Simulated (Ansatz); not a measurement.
The same path of C2H9BOSn (14 atoms, charge 0, multiplicity 1) was run twice with different band settings.

Level of theory: RKS LDA/def2-SVP in Ansatz 0.2.0.

Relaxed end points:

```xyz
14
Properties=species:S:1:pos:R:3
C -1.463 1.828 0.584
B -0.792 0.747 1.491
O 0.217 -0.063 1.138
Sn 1.195 -0.238 -0.618
C 0.965 -2.304 -1.040
H -1.064 1.906 -0.451
H -1.365 2.824 1.074
H -2.559 1.642 0.530
H -1.198 0.598 2.648
H 2.798 0.226 -0.218
H 0.486 0.804 -1.791
H 1.355 -2.886 -0.181
H 1.524 -2.579 -1.957
H -0.110 -2.534 -1.180
```

```xyz
14
Properties=species:S:1:pos:R:3
C -1.525 1.076 0.397
B -0.392 1.041 1.480
O 0.868 0.636 1.266
Sn 1.538 -0.057 -0.514
C 0.445 -1.838 -0.909
H -1.997 2.084 0.370
H -2.344 0.382 0.697
H -1.211 0.816 -0.641
H -0.647 1.400 2.633
H 3.196 -0.320 -0.163
H 1.299 1.192 -1.673
H 0.570 -2.535 -0.056
H 0.816 -2.321 -1.835
H -0.628 -1.587 -1.024
```

Common settings: movable images 9; climbing image yes; spring 5.0 eV/Å²; optimiser quadratic models (default); start path through a guess of the saddle point; iteration limit 60; end points relaxed.

| run | force threshold |
| --- | --- |
| 1 | 0.03 eV/Å |
| 2 | 0.5 eV/Å |

Question: What does each run give, and how far can it be trusted?

Answer: Run 1: converged after 27 iterations, highest image 0.000 eV above the first end. The highest image is an end point: on this band no image between the ends rises above it. Between wells the path still climbs a hump at image 7, 0.03 eV above the well before it.
Run 2: converged after 6 iterations, highest image 0.287 eV above the first end. The threshold of 0.5 eV/Å is loose, so the images may lie well off the minimum-energy path. The order of the stationary point at the top wasn't checked.
